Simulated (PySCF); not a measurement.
# Krypton: highly charged ions in a basis for the neutral atom

Kr²¹⁺ [Ne] 3s2 3p3, Kr²²⁺ [Ne] 3s2 3p2. Computed with PySCF 2.14 in x2c-SVPall, with scalar relativity by spin-free X2C-1e. No spin-orbit coupling, so a gap to NIST mixes the basis error with missing relativistic terms.

Changed run: basis of the neutral atom used for a highly charged ion. This setting is unsound on purpose.

| species | method | sound run (hartree) | changed run (hartree) | converged |
| --- | --- | --- | --- | --- |
| Kr²¹⁺ | UHF | not run | -2518.26545 | yes |
| Kr²¹⁺ | M06-2X | not run | -2519.12967 | yes |
| Kr²¹⁺ | BP86 | not run | -2519.20349 | yes |
| Kr²²⁺ | UHF | not run | -2483.86098 | yes |
| Kr²²⁺ | M06-2X | not run | -2484.69321 | yes |
| Kr²²⁺ | BP86 | not run | -2484.76331 | yes |

Ionisation energy of Kr²¹⁺:

```csv
method,changed run (eV),NIST (eV)
UHF,936.19,945 ± 3
M06-2X,937.06,945 ± 3
BP86,937.16,945 ± 3
```

The contracted functions were made for the neutral atom and can be too rigid for a highly charged ion.
